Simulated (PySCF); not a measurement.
# Hartree-Fock beside MP2: BH3O2Si

These are calculations, not measurements. They come from PySCF 2.14.0, an open-source quantum chemistry program, on an isolated molecule that a program drew, which may never have been made. The molecule is BH3O2Si (charge 0, singlet), drawn as the SMILES string `O=[SiH]BO`.

The geometry was optimised and harmonic frequencies were computed with HF and MP2, all in the cc-pV(D+d)Z basis, for the commonest isotopes, with a restricted reference for singlets and an unrestricted one otherwise, and a frozen core in MP2. Each result is a local minimum of its method.

Geometry at the HF minimum:
```xyz
7
BH3O2Si, angstrom
O    -0.2656   -0.2822    1.2626
Si   -1.6376    0.2371    1.6080
B    -2.1905    1.9257    0.5852
O    -1.2493    2.3488   -0.2632
H    -2.5254   -0.4079    2.6022
H    -3.2157    2.5395    0.6654
H    -0.4673    1.8069   -0.2667
```

Lengths of the bonds as drawn, in Å (atoms numbered as above):
```
  bond     HF    MP2
O1-Si2  1.507  1.557
Si2-B3  2.050  2.038
 B3-O4  1.336  1.355
Si2-H5  1.481  1.488
 B3-H6  1.198  1.204
 O4-H7  0.951  0.979
```

Rotational constants, in GHz:
| constant | HF | MP2 |
|---|---|---|
| A | 13.7 | 12.72 |
| B | 4.015 | 4.256 |
| C | 3.105 | 3.189 |

Harmonic frequencies in cm^-1, each column in rising order, so a row needn't be the same motion in every method:
```
rank    HF   MP2
   1   115   115
   2   168   196
   3   448   424
   4   534   496
   5   621   613
   6   742   720
   7   913   854
   8   940   954
   9  1086  1023
  10  1285  1114
  11  1298  1253
  12  1422  1346
  13  2323  2260
  14  2732     ?
  15  4065  3672
```

**Estimate the missing MP2 frequency from the HF column.**

A single factor s that minimises the squared misfit of MP2 against s times HF over the other rows is sum(HF x MP2) / sum(HF^2) = 0.9277, with an rms misfit of 54 cm^-1. For rank 14 it gives 0.9277 x 2732 = 2534 cm^-1. The calculation gives 2692 cm^-1, 158 cm^-1 above the estimate. The drawn bonds are on average 1.3 % longer in MP2 than in HF.
